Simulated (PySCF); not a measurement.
A structure optimised at PBE-D3(BJ)/def2-SVP, used in a PySCF frequency run:

```xyz
12

B     -0.0973    -0.1955     0.0000
C     -0.1763    -1.7288     0.0000
C     -0.1949    -2.9578     0.0000
H     -0.2202    -4.0395     0.0000
C      1.2770     0.5010     0.0000
C      2.3836     1.0373     0.0000
H      3.3613     1.5016     0.0000
O     -1.2678     0.5009     0.0000
C     -1.3475     1.9188     0.0000
H     -1.9097     2.2452     0.8988
H     -1.9097     2.2452    -0.8988
H     -0.3446     2.3945     0.0000
```

Question: Write its SMILES, formula and point group.

Answer: C#CB(C#C)OC, C₅H₅BO, Cs

Question: What are its rotational constants (standard atomic weights)?

Answer: 3.2258, 2.0902, 1.2788 GHz
